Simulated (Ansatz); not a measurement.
**A geometry optimisation of CH4BeSn with PBE-D3(BJ)/def2-SVP**

The starting geometry of this gas-phase singlet was optimised with GFN2-xTB.

```yaml
atoms:
  - { symbol: C, position_ang: [0.5686, -0.7632, 0.6774] }
  - { symbol: Be, position_ang: [-1.1435, -0.0070, 0.1647] }
  - { symbol: Sn, position_ang: [-0.1802, -2.4338, -0.2518] }
  - { symbol: H, position_ang: [1.5559, -0.3446, 0.4938] }
  - { symbol: H, position_ang: [0.3167, -0.5953, 1.7238] }
  - { symbol: H, position_ang: [-1.2290, 1.2839, 0.0249] }
  - { symbol: H, position_ang: [-2.1897, -0.9005, 0.1068] }
```

**Question.** Where would you expect an optimisation with PBE-D3(BJ)/def2-SVP to take it?

**Answer.** A new bond forms, giving a structure with H7 bridging Sn3 and Be2, given below by its coordinates. Distances that change by over a tenth: Be2–H7 (1.38 → 1.60 Å). Contacts that close: Sn3–H7 (2.55 → 1.94 Å).

The energy falls by 0.66 eV over 15 steps:

```json
{"step": "1", "E − E(last) (eV)": "0.657"}
{"step": "3", "E − E(last) (eV)": "0.127"}
{"step": "4", "E − E(last) (eV)": "0.095"}
{"step": "6", "E − E(last) (eV)": "0.005"}
{"step": "7", "E − E(last) (eV)": "0.002"}
{"step": "9", "E − E(last) (eV)": "0.001"}
{"step": "10", "E − E(last) (eV)": "0.000"}
{"step": "12", "E − E(last) (eV)": "0.000"}
{"step": "13", "E − E(last) (eV)": "0.000"}
{"step": "15", "E − E(last) (eV)": "0.000"}
```

Final geometry (Å):

```xyz
7

C     0.5681   -0.7402    0.6248
Be   -0.8955    0.1037    0.1813
Sn   -0.4438   -2.4093   -0.2272
H     1.6681   -0.6980    0.5923
H     0.2435   -0.1780    1.5488
H    -1.5555    1.2851    0.2774
H    -1.8861   -1.1239   -0.0578
```

Frequencies at the end are all real (lowest 191 cm⁻¹). Atoms past krypton carry core potentials, without spin–orbit terms. Run with Ansatz 0.2.0, 49 s on 1 thread of AMD EPYC (Zen 3), with other jobs on the host.
